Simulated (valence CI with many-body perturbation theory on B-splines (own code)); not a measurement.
**Hyperfine factors and g values of Sn XXVIII**

Calculated by relativistic CI+MBPT: five valence electrons over a frozen Dirac-Fock core [Ar], a basis of 7 s, 7 p, 8 d, 6 f, 4 g, 1 h functions for each j, with the one-electron correlation potential Σ1 (screened to all orders), the two-electron term Σ2, the three-electron term Σ3, Breit, model QED; selected single and double excitations, second order for the rest (own B-spline code, finite nucleus).

The last digits are not significant, and no measured levels were compared; by estimate large intervals hold to a few tenths of a per cent, small ones and those within an open d or f shell to about a per cent. Core correlation moves these levels by up to 12000 cm⁻¹, and in measured spectra 5 to 20 % of such shifts remained as error; rates that hang on mixing are uncertain with them. Only levels of the ground parity were solved; by the run's estimate the other parity begins above the list, which can be wrong where configurations are misplaced.

A/g_I is the dipole constant over the nuclear g factor μ/I (μ in nuclear magnetons, uniformly magnetised nucleus), B/Q the quadrupole constant per barn. Both hold the static response of the core; the bare values leave it out. Large factors of s and p1/2 electrons are usually good to 5 to 10 %; those of open d and f shells near neutrality can be off by tens of per cent, and small factors of p3/2, d and f electrons come from cancelling terms and can be off by a factor of two or in sign, in half-filled shells by more. B is blank for J = 1/2, where it vanishes, and for nearly pure S terms. Energies count from the lowest level.

Names give the largest LS component (configuration and term), which can be under half, so a name can repeat, a term be missing and a line seem to break the LS rules; names also repeat where a configuration has a term twice. Letters in brackets count levels of one name in rising energy.

```tsv
Level	E (eV)	g	A/g_I (MHz)	A/g_I bare	B/Q (MHz/b)	B/Q bare
3d⁵ ⁶S_5/2	0.000	1.861	1050	1930	2190	2230
3d⁵ ⁴G_5/2 [a]	10.578	1.082	8890	9020	13300	13600
3d⁵ ⁴G_7/2	15.645	1.107	10500	10700	12500	12800
3d⁵ ⁴P_3/2	16.148	1.346	10600	10900	11600	11900
3d⁵ ⁴G_11/2	16.384	1.193	11800	12000	35.2	26.1
3d⁵ ⁴G_5/2 [b]	17.604	1.083	9750	9890	4850	4960
3d⁵ ⁴G_9/2	17.745	1.162	10800	11000	10800	11100
3d⁵ ⁴P_1/2	18.962	1.895	-4550	-3610		
3d⁵ ⁴D_7/2	22.107	1.250	9190	9480	484	491
3d⁵ ²D_5/2 [a]	22.926	1.239	9480	9770	-255	-260
3d⁵ ²I_11/2	25.137	1.021	12900	12900	1160	1190
3d⁵ ²F_7/2 [a]	25.384	1.137	12000	12100	-13400	-13600
3d⁵ ⁴D_1/2	26.048	0.681	25100	24800		
3d⁵ ⁴D_3/2	26.215	1.092	17200	17300	-10000	-10300
3d⁵ ²G_9/2 [a]	27.136	1.150	10700	10900	-1680	-1730
3d⁵ ⁴F_3/2	27.471	0.932	13700	13700	2060	2110
3d⁵ ²I_13/2	27.674	1.073	13100	13200	-34.8	-31.2
3d⁵ ²F_5/2 [a]	29.283	1.026	12600	12600	-1300	-1310
3d⁵ ²H_9/2	32.276	1.099	12100	12200	1610	1640
3d⁵ ⁴F_5/2	33.186	1.093	11800	11900	-5100	-5210
3d⁵ ²G_7/2 [a]	33.623	0.997	15600	15600	-313	-326
3d⁵ ²F_5/2 [b]	35.694	1.073	9120	9250	-1620	-1650
3d⁵ ²D_3/2 [a]	35.821	0.719	20200	20000	-314	-310
3d⁵ ²F_7/2 [b]	36.675	1.083	13400	13500	2600	2660
3d⁵ ²S_1/2	38.432	1.923	-3060	-2110		
3d⁵ ⁴F_7/2	39.173	1.180	10200	10400	-18500	-18800
3d⁵ ²G_9/2 [b]	39.918	1.098	11900	12000	5880	6000
3d⁵ ²H_11/2	39.919	1.061	12900	13000	-1260	-1270
3d⁵ ²D_3/2 [b]	43.288	0.835	14700	14500	-10800	-11100
3d⁵ ²D_5/2 [b]	44.515	1.095	11800	11900	7890	8070
3d⁵ ²G_9/2 [c]	47.919	1.107	11600	11800	-16600	-17000
3d⁵ ²D_5/2 [c]	48.078	1.107	10100	10200	-8240	-8410
3d⁵ ²G_7/2 [b]	50.264	0.933	15200	15100	16500	16900
3d⁵ ²P_3/2	53.636	1.223	11100	11400	-11600	-11900
3d⁵ ²P_1/2	57.993	0.821	542	468		
3d⁵ ²D_5/2 [d]	62.097	1.189	9170	9410	-11700	-12000
3d⁵ ²D_3/2 [c]	64.448	0.888	20300	20200	19100	19500
```

Take the isotope of mass number 117, with I = 1/2, μ = -0.9995 μN. What is the hyperfine structure of 3d⁵ ⁴G_11/2?

From the table A = -23600 MHz. Shifts from the centre of gravity in MHz: F = 5: 76700, F = 6: -64900.
